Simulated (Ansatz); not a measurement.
Consider the redistribution: `C[O][Sn][Br]` + `C[O][Sn][F]` → `C[O][Sn][O]C` + `[F][Sn][Br]`.

Isolated molecules relaxed with PBE0-D4/def2-TZVP in Ansatz; ΔE leaves out vibrations. CBS: MP2 limit from def2 TZ/QZ plus the TZ coupled-cluster correction, frozen cores. DFT in def2-TZVPP. B3LYP here is the variant with VWN-RPA as its local correlation; programs differ in this. HSE06 is defined as in plane-wave codes. def2 core potentials past Kr. For Br, Sn outer-core shells are correlated without core-valence functions, which leaves a few kJ/mol of doubt a bond. Scalar relativity is left out up to krypton. Each species was taken in one conformer, which may not be the lowest.

```tsv
level	ΔE (kcal/mol)	difference from CCSD(T)/CBS
B97M-V	5.8	-0.4
CAM-B3LYP-D4	5.7	-0.5
ωB97X-V	5.8	-0.4
ωB97M-V	5.8	-0.4
PBE	6.1	-0.1
BLYP	5.9	-0.3
r2SCAN	6.3	0.1
B3LYP	5.7	-0.5
r2SCAN0	6.0	-0.2
HSE06	5.9	-0.3
RPA@PBE/def2-TZVPP	6.1	-0.1
HF/def2-SVP	5.2	-1.0
CCSD(T)/def2-SVP	6.5	0.3
MP2/def2-TZVPP	6.5	0.3
HF/CBS(def2)	4.7	-1.5
MP2/CBS(def2)	6.6	0.4
CCSD(T)/CBS	6.2	0
```

Largest T1 diagnostic among the species: 0.017.

In def2-TZVPP, CCSD(T) changes the Hartree–Fock value by +1.2 kcal/mol (the triples alone add +0.2 kcal/mol) and MP2 by +1.5 kcal/mol. Leaving LDA and LC-ωPBE aside and taking each functional with its dispersion term where it has one, the values, not all of them listed here, spread over 0.7 kcal/mol, from BHLYP-D4 to PBE-QIDH. LDA lies +0.8 kcal/mol from PBE without D4.
